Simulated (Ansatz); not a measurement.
Be(tBu)(SH) (C₄H₁₀BeS), SMILES [C](C)([Be][SH])(C)C. Atoms are numbered in the order given.

```xyz
16

Be    -0.1386     0.6591     0.2047
C      0.2409    -0.8794    -0.3890
C     -0.2074    -1.9409     0.6386
C     -0.4912    -1.1313    -1.7230
C      1.7616    -1.0069    -0.6122
H      0.0284    -2.9606     0.2745
H     -1.2950    -1.9100     0.8235
H      0.3013    -1.8221     1.6108
H     -1.5873    -1.0690    -1.6140
H     -0.1938    -0.4108    -2.5039
H     -0.2600    -2.1430    -2.1114
H      2.1358    -0.2816    -1.3547
H      2.3328    -0.8528     0.3190
H      2.0190    -2.0170    -0.9882
S     -0.5702     2.3972     0.8751
H     -1.0465     1.8929     2.0408
```
Charge 0, spin multiplicity 1.

The structure is a stationary point at B3LYP-D3(BJ)/def2-SVP. The values are those of a single conformer.

Two levels are set side by side: PBE-D3(BJ)/def2-SVP (Ansatz, a first-principles code) and B3LYP-D3(BJ)/def2-SVP (Ansatz). Each level has its own optimised geometry; the coordinates shown are those of the second. Differences are taken from unrounded values.

```csv
quantity,B3LYP-D3(BJ),PBE-D3(BJ),PBE-D3(BJ) minus B3LYP-D3(BJ)
mean bond length (Å),1.302,1.309,0.007
bond Be1–C2 (Å),1.692,1.701,0.008
bond Be1–S15 (Å),1.912,1.920,0.008
bond C2–C3 (Å),1.544,1.545,0.001
bond C2–C4 (Å),1.542,1.543,0.001
bond C2–C5 (Å),1.542,1.543,0.001
bond C3–H6 (Å),1.108,1.117,0.009
bond C3–H7 (Å),1.104,1.111,0.008
bond C3–H8 (Å),1.104,1.111,0.008
bond C4–H9 (Å),1.103,1.111,0.007
bond C4–H10 (Å),1.103,1.111,0.007
bond C4–H11 (Å),1.108,1.117,0.008
bond C5–H12 (Å),1.103,1.111,0.007
bond C5–H13 (Å),1.103,1.111,0.007
bond C5–H14 (Å),1.108,1.117,0.008
bond S15–H16 (Å),1.356,1.366,0.009
```

Exact exchange shortens and stiffens bonds; PBE has none. Differences between two approximate levels are no errors against the true value.
